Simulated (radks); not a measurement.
Results of a calculation; reference values are marked as such.
Question: Coherent X-ray form factor from a spherical all-electron density. Code: a radial shooting solver on a logarithmic mesh with Libxc functionals. Model: non-relativistic Kohn-Sham, LDA (Slater exchange, Perdew-Wang correlation), spin-unpolarised, spherical densities, point nucleus.

sin(theta)/lambda (1/angstrom),f0 (electrons)
0.05,5.934
0.1,5.743
0.15,5.446
0.2,5.072
0.25,4.653
0.3,4.220
0.4,3.403
0.5,2.744
0.6,2.267
0.8,1.730
1,1.481
1.25,1.292
1.5,1.126
2,0.816

The species is in the configuration that NIST lists as its ground one. Which atom or ion scatters so?

Answer: The fluorine ion F3+, [He] 2s2 2p2. Extrapolating in s^2 from the first two rows gives f0(0) = 6.0, near the electron count 6; among species with that count, the fall with angle is slower the higher Z, and the table is that of Z = 9; from so few rows the species is fixed only to a neighbour or two.
